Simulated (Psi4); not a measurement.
MoO4 (SMILES [O]=[Mo-2](=[O])(=[O])=[O]), charge -2, singlet, at a GFN2-xTB geometry (such geometries of metal compounds can be far from the true shape) (core potentials on Mo) (a gas-phase anion, which may not be bound at this level); Psi4 with SVWN/def2-TZVPD.

Here is a job for Psi4.
```
memory 2 GB

molecule mol {
-2 1
Mo    0.000000   -0.000000    0.000000
O     1.391967   -0.302508   -0.960574
O     0.477889    0.296695    1.623385
O    -0.831045    1.373337   -0.612451
O    -1.038811   -1.367524   -0.050360
}

set {
  basis def2-tzvpd
  reference rks
}

energy('svwn')
print_variables()
```

What the program printed (banner, timings and long lists left out):

```
   => Loading Basis Set <=

    Name: DEF2-TZVPD
    Role: ORBITAL
    Keyword: BASIS

    !!!  WARNING: ECP capability is in beta. Please check occupations closely.  !!!

         ---------------------------------------------------------
                                   SCF
               by Justin Turney, Rob Parrish, Andy Simmonett
                          and Daniel G. A. Smith
                              RKS Reference
         ---------------------------------------------------------

  ==> Geometry <==

    Molecular point group: c1
    Full point group: C1

    Geometry (in Angstrom), charge = -2, multiplicity = 1:

       Center              X                  Y                   Z               Mass
    ------------   -----------------  -----------------  -----------------  -----------------
         MO          -0.000000000000     0.000000000000    -0.000000000000    97.905404820000
         O            1.391967000000    -0.302508000000    -0.960574000000    15.994914619570
         O            0.477889000000     0.296695000000     1.623385000000    15.994914619570
         O           -0.831045000000     1.373337000000    -0.612451000000    15.994914619570
         O           -1.038811000000    -1.367524000000    -0.050360000000    15.994914619570

  Running in c1 symmetry.

  Rotational constants: A =      0.13389  B =      0.13389  C =      0.13389 [cm^-1]
  Rotational constants: A =   4014.04113  B =   4014.03993  C =   4014.03916 [MHz]
  Nuclear repulsion =  210.414387447050558

  Charge       = -2
  Multiplicity = 1
  Electrons    = 48
  Nalpha       = 24
  Nbeta        = 24

  ==> Algorithm <==

  SCF Algorithm Type is DF.
  DIIS enabled.
  MOM disabled.
  Fractional occupation disabled.
  Guess Type is SAD.
  Energy threshold   = 1.00e-06
  Density threshold  = 1.00e-06
  Integral threshold = 1.00e-12

  ==> Primary Basis <==

  Basis Set: DEF2-TZVPD
    Blend: DEF2-TZVPD
    Number of shells: 70
    Number of basis functions: 200
    Number of Cartesian functions: 230
    Spherical Harmonics?: true
    Max angular momentum: 3

  Core potential: DEF2-TZVPD
    Number of shells: 4
    Number of ECP primitives: 14
    Number of ECP core electrons: 28
    Max angular momentum: 3

  ==> DFT Potential <==

   => LibXC <=

    Version 7.1.2
    S. Lehtola, C. Steigemann, M. J. T. Oliveira, and M. A. L. Marques,  SoftwareX 7, 1–5 (2018) (10.1016/j.softx.2017.11.002)

   => Composite Functional: SVWN <=

    Slater exchange
    Vosko, Wilk & Nusair (VWN5_RPA)
    P. A. M. Dirac,  Math. Proc. Cambridge Philos. Soc. 26, 376 (1930) (10.1017/S0305004100016108)
    F. Bloch,  Z. Phys. 57, 545 (1929) (10.1007/BF01340281)
    S. H. Vosko, L. Wilk, and M. Nusair,  Can. J. Phys. 58, 1200 (1980) (10.1139/p80-159)

    Deriv               =              1
    GGA                 =          FALSE
    Meta                =          FALSE

    Exchange Hybrid     =          FALSE
    MP2 Hybrid          =          FALSE

   => Exchange Functionals <=

    1.0000         XC_LDA_X

   => Correlation Functionals <=

    1.0000   XC_LDA_C_VWN_RPA

   => LibXC Density Thresholds  <==

    XC_LDA_C_VWN_RPA:  1.00E-15
    XC_LDA_X:  1.00E-15

   => Molecular Quadrature <=

    Radial Scheme          =       TREUTLER
    Pruning Scheme         =           NONE
    Nuclear Scheme         =       TREUTLER

    Blocking Scheme        =         OCTREE
    BS radius alpha        =              1
    Pruning alpha          =              1
    Radial Points          =             75
    Spherical Points       =            302
    Total Points           =         109466
    Total Blocks           =            915
    Max Points             =            256
    Max Functions          =            194
    Weights Tolerance      =       1.00E-15

   => Loading Basis Set <=

    Name: (DEF2-TZVPD AUX)
    Role: JKFIT
    Keyword: DF_BASIS_SCF

  ==> Integral Setup <==

  SCF_SUBTYPE=INCORE selected. In-core MEM_DF algorithm will be used.
  Using in-core AOs.

  ==> MemDFJK: Density-Fitted J/K Matrices <==

    J tasked:                   Yes
    K tasked:                    No
    wK tasked:                   No
    Algorithm:                 Core
    Schwarz Cutoff:           1E-12
    Mask sparsity (%):       1.8500
    Fitting Condition:        1E-10

   => Auxiliary Basis Set <=

  Basis Set: (DEF2-TZVPD AUX)
    Blend: DEF2-UNIVERSAL-JKFIT
    Number of shells: 149
    Number of basis functions: 563
    Number of Cartesian functions: 756
    Spherical Harmonics?: true
    Max angular momentum: 6

  Minimum eigenvalue in the overlap matrix is 5.5191408006E-04.
  Reciprocal condition number of the overlap matrix is 6.4855420048E-05.
    Using symmetric orthogonalization.

  ==> Pre-Iterations <==

  SCF Guess: Superposition of Atomic Densities via on-the-fly atomic UHF (no occupation information).

   -------------------------
    Irrep   Nso     Nmo
   -------------------------
     A        200     200
   -------------------------
    Total     200     200
   -------------------------

  ==> Iterations <==

                           Total Energy        Delta E     RMS |[F,P]|

   @DF-RKS iter SAD:  -367.14308313812643   -3.67143e+02   0.00000e+00
   @DF-RKS iter   1:  -367.65644871318534   -5.13366e-01   8.73380e-03 ADIIS/DIIS
   @DF-RKS iter   2:  -351.56868630695857    1.60878e+01   2.55798e-02 ADIIS/DIIS
   @DF-RKS iter   3:  -366.87474100407383   -1.53061e+01   9.95601e-03 ADIIS/DIIS
   @DF-RKS iter   4:  -364.81576835533332    2.05897e+00   1.40506e-02 ADIIS/DIIS
   @DF-RKS iter   5:  -367.88634439459821   -3.07058e+00   7.27980e-03 ADIIS/DIIS
   @DF-RKS iter   6:  -367.93905320331396   -5.27088e-02   6.82264e-03 ADIIS/DIIS
   @DF-RKS iter   7:  -366.66053959636042    1.27851e+00   9.06830e-03 ADIIS/DIIS
   @DF-RKS iter   8:  -367.72968046218955   -1.06914e+00   6.97805e-03 ADIIS/DIIS
   @DF-RKS iter   9:  -368.56604081993692   -8.36360e-01   3.83582e-03 ADIIS/DIIS
[...]
   @DF-RKS iter  46:  -368.53371940609304   -7.57897e-01   3.97538e-03 ADIIS/DIIS
   @DF-RKS iter  47:  -368.70129613424120   -1.67577e-01   2.83908e-03 ADIIS/DIIS
   @DF-RKS iter  48:  -367.98328355530975    7.18013e-01   6.21427e-03 ADIIS/DIIS
   @DF-RKS iter  49:  -368.57414020393503   -5.90857e-01   3.72647e-03 ADIIS/DIIS
   @DF-RKS iter  50:  -368.72523381192343   -1.51094e-01   2.60695e-03 ADIIS/DIIS
   @DF-RKS iter  51:  -367.90538192240274    8.19852e-01   6.43726e-03 ADIIS/DIIS
   @DF-RKS iter  52:  -368.62787244452437   -7.22491e-01   3.34315e-03 ADIIS/DIIS
   @DF-RKS iter  53:  -368.08330517304432    5.44567e-01   5.84205e-03 ADIIS/DIIS
   @DF-RKS iter  54:  -368.85182016642841   -7.68515e-01   1.34380e-03 ADIIS/DIIS
   @DF-RKS iter  55:  -368.24414424780548    6.07676e-01   5.36021e-03 ADIIS/DIIS
   @DF-RKS iter  56:  -368.58188331986037   -3.37739e-01   3.20156e-03 ADIIS/DIIS
   @DF-RKS iter  57:  -368.54551433214158    3.63690e-02   3.90583e-03 ADIIS/DIIS
   @DF-RKS iter  58:  -368.65208345203354   -1.06569e-01   3.22719e-03 ADIIS/DIIS
   @DF-RKS iter  59:  -367.89101925264833    7.61064e-01   6.52466e-03 ADIIS/DIIS
   @DF-RKS iter  60:  -368.79041109887805   -8.99392e-01   2.07972e-03 ADIIS/DIIS
   @DF-RKS iter  61:  -368.74461073497287    4.58004e-02   2.62612e-03 ADIIS/DIIS
   @DF-RKS iter  62:  -368.71983916326121    2.47716e-02   2.77060e-03 ADIIS/DIIS
   @DF-RKS iter  63:  -368.81217137734882   -9.23322e-02   1.86729e-03 ADIIS/DIIS
   @DF-RKS iter  64:  -368.74447472111558    6.76967e-02   2.61494e-03 ADIIS/DIIS
   @DF-RKS iter  65:  -368.59885442006288    1.45620e-01   3.57234e-03 ADIIS/DIIS
   @DF-RKS iter  66:  -368.55441317457689    4.44412e-02   3.89153e-03 ADIIS/DIIS
   @DF-RKS iter  67:  -368.30742239655098    2.46991e-01   5.01884e-03 ADIIS/DIIS
   @DF-RKS iter  68:  -368.58792195571931   -2.80500e-01   3.40735e-03 ADIIS/DIIS
   @DF-RKS iter  69:  -368.64371871100309   -5.57968e-02   3.27877e-03 ADIIS/DIIS
   @DF-RKS iter  70:  -368.72616605860338   -8.24473e-02   2.62460e-03 ADIIS/DIIS
   @DF-RKS iter  71:  -368.75353417614781   -2.73681e-02   2.30371e-03 ADIIS/DIIS
   @DF-RKS iter  72:  -368.71276190821112    4.07723e-02   2.73188e-03 ADIIS/DIIS
   @DF-RKS iter  73:  -368.68364573830900    2.91162e-02   3.01401e-03 ADIIS/DIIS
   @DF-RKS iter  74:  -368.05488190672770    6.28764e-01   6.10281e-03 ADIIS/DIIS
   @DF-RKS iter  75:  -368.67597200872319   -6.21090e-01   3.10741e-03 ADIIS/DIIS
   @DF-RKS iter  76:  -368.71870440775888   -4.27324e-02   2.82261e-03 ADIIS/DIIS
   @DF-RKS iter  77:  -368.26935994228313    4.49344e-01   5.09397e-03 ADIIS/DIIS
   @DF-RKS iter  78:  -368.02593666540770    2.43423e-01   6.02126e-03 ADIIS/DIIS
   @DF-RKS iter  79:  -367.63262528189983    3.93311e-01   7.15896e-03 ADIIS/DIIS
   @DF-RKS iter  80:  -368.45488873022481   -8.22263e-01   4.31229e-03 ADIIS/DIIS
   @DF-RKS iter  81:  -368.47927864070158   -2.43899e-02   4.43456e-03 ADIIS/DIIS
   @DF-RKS iter  82:  -368.34254555501036    1.36733e-01   5.23218e-03 ADIIS/DIIS
   @DF-RKS iter  83:  -368.63714307626572   -2.94598e-01   3.33087e-03 ADIIS/DIIS
   @DF-RKS iter  84:  -368.60801374466388    2.91293e-02   3.55973e-03 ADIIS/DIIS
   @DF-RKS iter  85:  -368.58842946944560    1.95843e-02   3.58014e-03 ADIIS/DIIS
   @DF-RKS iter  86:  -368.70550188944628   -1.17072e-01   2.82625e-03 ADIIS/DIIS
   @DF-RKS iter  87:  -368.54184327586131    1.63659e-01   3.86719e-03 ADIIS/DIIS
   @DF-RKS iter  88:  -367.39381741450904    1.14803e+00   7.78110e-03 ADIIS/DIIS
   @DF-RKS iter  89:  -368.03797032832244   -6.44153e-01   6.00981e-03 ADIIS/DIIS
   @DF-RKS iter  90:  -368.61725929972999   -5.79289e-01   3.47959e-03 ADIIS/DIIS
   @DF-RKS iter  91:  -368.71257680786556   -9.53175e-02   2.91691e-03 ADIIS/DIIS
   @DF-RKS iter  92:  -368.45798737281905    2.54589e-01   4.22230e-03 ADIIS/DIIS
   @DF-RKS iter  93:  -368.67949420650962   -2.21507e-01   3.03321e-03 ADIIS/DIIS
   @DF-RKS iter  94:  -368.65269508078757    2.67991e-02   3.17795e-03 ADIIS/DIIS
   @DF-RKS iter  95:  -368.66648688877285   -1.37918e-02   3.08231e-03 ADIIS/DIIS
   @DF-RKS iter  96:  -368.70668134928752   -4.01945e-02   2.82339e-03 ADIIS/DIIS
   @DF-RKS iter  97:  -368.40129243386184    3.05389e-01   4.60791e-03 ADIIS/DIIS
   @DF-RKS iter  98:  -368.63982443896884   -2.38532e-01   3.32511e-03 ADIIS/DIIS
   @DF-RKS iter  99:  -367.75810649136747    8.81718e-01   6.88119e-03 ADIIS/DIIS
   @DF-RKS iter 100:  -367.96345673747413   -2.05350e-01   6.27558e-03 ADIIS/DIIS

PsiException: Could not converge SCF iterations in 100 iterations.

  Failed to converge.

Traceback (most recent call last):
  File "psi4", line 375, in <module>
  File "<string>", line 26, in <module>
  File "site-packages/psi4/driver/driver.py", line 533, in energy
  File "site-packages/psi4/driver/procrouting/proc.py", line 2760, in run_scf
  File "site-packages/psi4/driver/procrouting/proc.py", line 2047, in scf_helper
  File "site-packages/psi4/driver/procrouting/scf_proc/scf_iterator.py", line 93, in scf_compute_energy
  File "site-packages/psi4/driver/procrouting/scf_proc/scf_iterator.py", line 86, in scf_compute_energy
  File "site-packages/psi4/driver/procrouting/scf_proc/scf_iterator.py", line 609, in scf_iterate

psi4.driver.p4util.exceptions.SCFConvergenceError: Could not converge SCF iterations in 100 iterations.

Printing out the relevant lines from the Psithon --> Python processed input file:
    O    -1.038811   -1.367524   -0.050360
    ""","mol")
    core.IO.set_default_namespace("mol")
    core.set_global_option("BASIS", "def2-tzvpd")
    core.set_global_option("REFERENCE", "rks")
--> energy('svwn')
    print_variables()

!-------------------------------------------------------!
!                                                       !
!  Could not converge SCF iterations in 100 iterations. !
!                                                       !
!-------------------------------------------------------!
```

The run did not converge; its last values are not results.
